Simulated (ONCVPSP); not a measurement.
# Al (Z = 13): variants of one ONCV potential

Base potential:

| Item | Value |
| --- | --- |
| Element | Al |
| Generator | ONCVPSP 4.0.1 |
| Type | optimised norm-conserving Vanderbilt (ONCV) |
| Functional | PBEsol |
| Relativity | scalar-relativistic |
| Frozen core | [Ne] |
| Valence charge | 3 |
| Reference configuration | 3s1.5 3p1.5 |
| Partial waves | 3s: rc 1.65 bohr, ncon 4, nbas 8, qcut 3.5 1/bohr, 2 projectors, debl 3.6 Ha; 3p: rc 2.75 bohr, ncon 4, nbas 8, qcut 2.4 1/bohr, 3 projectors, debl 2.8 Ha; d scattering state at 0.11 Ha: rc 2.65 bohr, ncon 5, nbas 8, qcut 3.7 1/bohr, 2 projectors, debl 1.6 Ha |
| Local potential | polynomial inside 1.50 bohr (lpopt 5, dvloc0 0 Ha) |
| Core correction | Teter function, fcfact 5.25, rcfact 1.2 |

Cutoffs, loose and tight: the cutoffs (Ha) at which the residual kinetic energy of the hardest occupied pseudo-wave falls to 1 and 0.1 mHa per electron. They do not see the model core or the augmentation charge, which bear on the density cutoff. Test errors are all-electron minus pseudo excitation energies from the reference, over the configurations 3s2 3p1; 3s2 3p0; 3s1 3p0; 3s1 3p1. A dash means not determined; rows that change the core or the reference have their own tests.

For the base: The cutoffs count occupied waves only; projector 2 of the s channel, the hardest unoccupied one, needs 71 Ha at the loose tolerance.

A true bound ghost makes a file unfit for plane-wave use even where its test errors are small: the radial tests pick states by their node count and pass the ghost by.

| change | outcome | cutoff, loose | cutoff, tight | bound ghosts | GHOST(+) flags above zero | largest test error (meV) |
| --- | --- | --- | --- | --- | --- | --- |
| base | generated | 5.5 Ha | 12 Ha | none | s, d | -6.3 |
| s: nbas 7 | generated | 5.5 Ha | 15 Ha | none | s, d | -6.3 |
| all radii but the core radius scaled by about 1.16 (s 1.92, p 3.20, d 3.08 bohr); local potential polynomial inside 1.74 bohr (lpopt 5, dvloc0 0 Ha) | generated | 5.5 Ha | 14 Ha | none | s | -6.6 |
| reference 3s1 3p2 | generated | 5.5 Ha | 12 Ha | none | s, d | -7.4 |
| local potential polynomial inside 1.50 bohr (lpopt 5, dvloc0 3.5 Ha) | generated | 5.5 Ha | 12 Ha | none | s | -6.4 |
| core [He], valence charge 11; reference 2s2 2p6 3s2 3p0.5; waves now 2s+3s: rc 0.40 bohr, ncon 4, nbas 7, qcut 33.3 1/bohr, 2 projectors; 2p+3p: rc 1.10 bohr, ncon 3, nbas 7, qcut 11.4 1/bohr, 2 projectors; d scattering state at 0.38 Ha: rc 1.05 bohr, ncon 4, nbas 9, qcut 9.9 1/bohr, 2 projectors, debl 0.5 Ha; local potential polynomial inside 0.35 bohr (lpopt 5, dvloc0 1 Ha) | generated | 374 Ha | 444 Ha | s | d | -222 |
| s: debl 0.65 | generated | 5.5 Ha | 12 Ha | none | s, d | -7.4 |
| core correction Teter function, fcfact 5.25, rcfact 1.72 | generated | 5.5 Ha | 12 Ha | none | s, d | -113 |
| p: qcut 3.3 | generated | 5.5 Ha | 12 Ha | none | s, d | -6.7 |
| s: rc 1.24; local potential polynomial inside 1.24 bohr (lpopt 5, dvloc0 0 Ha) | failed: optimize: ERROR ps0norm > uunorm, code will stop | – | – | – | – | – |
| d: rc 1.84 | generated | 5.5 Ha | 12 Ha | none | s | -6.3 |

Q: What comes out with this change to the base: core correction Teter function, fcfact 7.6, rcfact 1.2?

A: outcome: generated; cutoff, loose: 5.5 Ha; cutoff, tight: 12 Ha; bound ghosts: none; GHOST(+) flags above zero: s, d; largest test error (meV): -0.8.
